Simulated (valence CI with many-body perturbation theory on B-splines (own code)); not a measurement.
**E1 line list for Rb VII**

Level of theory: valence CI with perturbative core correlation (CI+MBPT): three valence electrons over a frozen Dirac-Fock core [Ar] 3d10, radial functions for each j: 11 s, 11 p, 10 d, 8 f, 5 g, 2 h, with the one-electron correlation potential Σ1 (screened to all orders), the two-electron term Σ2, the three-electron term Σ3, Breit, model QED; selected single and double excitations, second order for the rest, scaled by the run's own slope (own B-spline code, finite nucleus).

Against 19 measured levels this calculation errs by 135 cm⁻¹ on average and by 327 at most. These come from a selection out of Sansonetti, J. Phys. Chem. Ref. Data 35, 301 (2006). Levels without a partner in it may be off by more.

Lines 251 to 300 of 544 in falling wavelength, among levels below 659390 cm⁻¹, chosen from the strongest by gf and those to the six lowest levels. Wavelengths and rates use the calculated energies, so an error of 100 cm⁻¹ moves a line at 53.15 nm by 0.053 % and its rate by three times that or more. Electric multipoles are in the length gauge, E1 and E2 with the static RPA response of the core. Weak lines are less certain than strong ones. Lines between different terms over intervals too small for the method are left out, as are lines whose strength nearly cancels. Where a level lies close to another of its J and parity, the split of strength between their lines is uncertain. The highest levels of a list are the least certain.

Names give the largest LS component (configuration and term), which can be under half, so a name can repeat, a term be missing and a line seem to break the LS rules; names also repeat where a configuration has a term twice. Letters in brackets count levels of one name in rising energy.

| λ vac (nm) | λ from measured levels | Upper | Lower | A (s⁻¹) | S (a.u.) |
| --- | --- | --- | --- | --- | --- |
| 53.60 |  | 4s 4p 5p 2D_3/2 [b] | 4s2 5p 2P°_1/2 | 7.64e+09 | 2.32e+00 |
| 53.56 |  | 4p2 4d 4P_5/2 | 4s 4p 4d 4P°_5/2 | 2.65e+09 | 1.20e+00 |
| 53.53 |  | 4s 4p 4f 4F_5/2 | 4s 4p 4d 4P°_3/2 | 1.34e+09 | 6.08e-01 |
| 53.50 |  | 4p2 4d 4P_3/2 | 4s 4p 4d 4D°_3/2 | 2.84e+09 | 8.57e-01 |
| 53.15 | 53.17 | 4p3 4S°_3/2 | 4s 4p2 4P_3/2 | 4.44e+09 | 1.31e+00 |
| 53.09 |  | 4s 4p 4f 4F_7/2 | 4s 4p 4d 4D°_5/2 | 2.77e+09 | 1.64e+00 |
| 53.07 |  | 4s 4p 4f 2D_5/2 [a] | 4s 4p 4d 2P°_3/2 [a] | 1.01e+10 | 4.48e+00 |
| 53.06 |  | 4p2 4d 2F_5/2 [b] | 4s 4p 4d 2F°_5/2 [b] | 5.44e+09 | 2.41e+00 |
| 52.83 | 52.84 | 4p3 2D°_3/2 | 4s 4p2 4P_1/2 | 1.22e+09 | 3.55e-01 |
| 52.75 |  | 4s 4p 5p 2P_3/2 [b] | 4s2 5p 2P°_3/2 | 1.17e+10 | 3.40e+00 |
| 52.64 |  | 4s 4p 5s 2P°_1/2 [b] | 4s2 5s 2S_1/2 | 1.44e+10 | 2.07e+00 |
| 52.61 |  | 4s 4p 5p 2P_1/2 [b] | 4s2 5p 2P°_1/2 | 1.05e+10 | 1.50e+00 |
| 52.47 |  | 4s 4p 4f 4G_7/2 | 4s 4p 4d 4P°_5/2 | 1.31e+09 | 7.45e-01 |
| 52.47 |  | 4s 4p 5s 2P°_3/2 [b] | 4s2 5s 2S_1/2 | 1.40e+10 | 4.00e+00 |
| 52.43 | 52.44 | 4s 4p2 2S_1/2 | 4s2 4p 2P°_1/2 | 1.00e+10 | 1.42e+00 |
| 52.41 |  | 4s 4p 4d 2D°_3/2 [b] | 4s2 4d 2D_5/2 | 6.82e+09 | 1.94e+00 |
| 52.37 |  | 4s 4p 4f 2F_7/2 [b] | 4s 4p 4d 2F°_7/2 [b] | 8.58e+09 | 4.86e+00 |
| 52.33 |  | 4s 4p 4f 4F_3/2 | 4s 4p 4d 4D°_1/2 | 8.58e+09 | 2.43e+00 |
| 52.25 |  | 4s2 5g 2G_9/2 [a] | 4s 4p 4d 4D°_7/2 | 3.89e+09 | 2.74e+00 |
| 52.22 |  | 4p2 4d 2D_5/2 [b] | 4s 4p 4d 2D°_5/2 [a] | 1.81e+09 | 7.63e-01 |
| 52.18 |  | 4s 4p 4d 2P°_1/2 [b] | 4s2 4d 2D_3/2 | 1.31e+10 | 1.84e+00 |
| 52.14 |  | 4s2 5g 2G_9/2 [b] | 4s 4p 4d 4D°_7/2 | 4.76e+09 | 3.33e+00 |
| 52.06 |  | 4s 4p 4d 2D°_3/2 [b] | 4s2 4d 2D_3/2 | 3.54e+09 | 9.86e-01 |
| 52.03 |  | 4s 4p 4f 4F_3/2 | 4s 4p 4d 4D°_3/2 | 2.32e+09 | 6.46e-01 |
| 51.98 |  | 4s 4p 4d 2P°_3/2 [b] | 4s2 4d 2D_5/2 | 5.75e+09 | 1.59e+00 |
| 51.95 | 51.98 | 4s 4p2 2P_1/2 | 4s2 4p 2P°_3/2 | 1.09e+10 | 1.51e+00 |
| 51.93 | 51.94 | 4p3 4S°_3/2 | 4s 4p2 4P_1/2 | 2.13e+09 | 5.89e-01 |
| 51.87 |  | 4s 4p 4d 2D°_5/2 [b] | 4s2 4d 2D_5/2 | 8.91e+09 | 3.68e+00 |
| 51.69 |  | 4s 4p 4f 4F_5/2 | 4s 4p 4d 4D°_3/2 | 7.98e+09 | 3.26e+00 |
| 51.67 |  | 4s 4p 4f 4D_7/2 | 4s 4p 4d 2D°_5/2 [a] | 1.34e+09 | 7.30e-01 |
| 51.64 |  | 4s 4p 4d 2P°_3/2 [b] | 4s2 4d 2D_3/2 | 7.30e+09 | 1.98e+00 |
| 51.51 |  | 4s 4p 4f 2D_5/2 [b] | 4s 4p 4d 2D°_5/2 [b] | 6.21e+09 | 2.51e+00 |
| 51.40 |  | 4s 4p 4f 2D_5/2 [b] | 4s 4p 4d 2P°_3/2 [b] | 4.87e+09 | 1.96e+00 |
| 51.26 |  | 4s 4p 4f 4F_5/2 | 4s 4p 4d 4P°_5/2 | 1.28e+09 | 5.11e-01 |
| 50.99 |  | 4s 4p 4f 2D_5/2 [b] | 4s 4p 4d 2D°_3/2 [b] | 1.51e+09 | 5.93e-01 |
| 50.93 |  | 4s 4p 4d 4F°_3/2 | 4s 4p2 2D_3/2 | 1.62e+08 | 4.23e-02 |
| 50.86 | 50.90 | 4s 4p2 2P_3/2 | 4s2 4p 2P°_3/2 | 1.70e+10 | 4.41e+00 |
| 50.81 |  | 4s 4p 4f 4F_7/2 | 4s 4p 4d 4P°_5/2 | 7.97e+09 | 4.13e+00 |
| 50.81 |  | 4s 4p 4f 2F_7/2 [b] | 4s 4p 4d 2F°_7/2 [a] | 2.27e+09 | 1.17e+00 |
| 50.75 |  | 4s 4p 4f 2D_3/2 [b] | 4s 4p 4d 2P°_3/2 [b] | 5.43e+09 | 1.40e+00 |
| 50.75 |  | 4s 4p 5p 2S_1/2 [b] | 4s2 5p 2P°_3/2 | 8.87e+09 | 1.14e+00 |
| 50.45 |  | 4s 4p 4f 4D_7/2 | 4s 4p 4d 4D°_5/2 | 5.32e+09 | 2.70e+00 |
| 50.40 |  | 4s 4p 4f 4D_7/2 | 4s 4p 4d 4D°_7/2 | 5.13e+09 | 2.59e+00 |
| 50.35 |  | 4p2 4d 2D_5/2 [c] | 4s 4p 4d 2D°_5/2 [a] | 2.32e+09 | 8.78e-01 |
| 50.35 |  | 4s 4p 4f 2D_3/2 [b] | 4s 4p 4d 2D°_3/2 [b] | 3.68e+09 | 9.27e-01 |
| 50.34 |  | 4p2 4d 2D_3/2 [c] | 4s 4p 4d 2D°_3/2 [a] | 3.34e+09 | 8.42e-01 |
| 50.24 |  | 4s 4p 4f 2D_3/2 [b] | 4s 4p 4d 2P°_1/2 [b] | 7.14e+09 | 1.79e+00 |
| 50.16 |  | 4s 4p 4f 2D_5/2 [a] | 4s 4p 4d 2F°_5/2 [b] | 2.81e+09 | 1.05e+00 |
| 50.03 |  | 4s2 6d 2D_5/2 | 4s2 5p 2P°_3/2 | 5.03e+09 | 1.87e+00 |
| 49.98 |  | 4s 4p 4f 2D_5/2 [a] | 4s 4p 4d 2F°_7/2 [b] | 4.51e+09 | 1.67e+00 |
